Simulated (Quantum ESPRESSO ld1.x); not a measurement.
Task: The mean radii <r> (bohr) of the occupied orbitals of an atom or ion are listed with their occupations. All-electron calculation, non-relativistic Kohn-Sham, LDA (Slater exchange, Perdew-Wang correlation), spin-polarised, spherical densities, point nucleus. Program: ld1.x of Quantum ESPRESSO 7.5.

orbital  occ.      <r>
1s          2  0.03386
2s          2   0.1448
2p          6   0.1235
3s          2   0.3477

Name the element and its charge. Open shells, if any, are filled with parallel spins first.

Result: Z = 45, rhodium, charge +33: Rh33+ in [Ne] 3s2. The 1s radius gives Z: for a bare nucleus <r> = 1.5/Z, 0.03333 bohr for Z = 45, and screening makes it slightly larger (0.03386 here). The occupations add up to 12, and the charge is Z minus that.
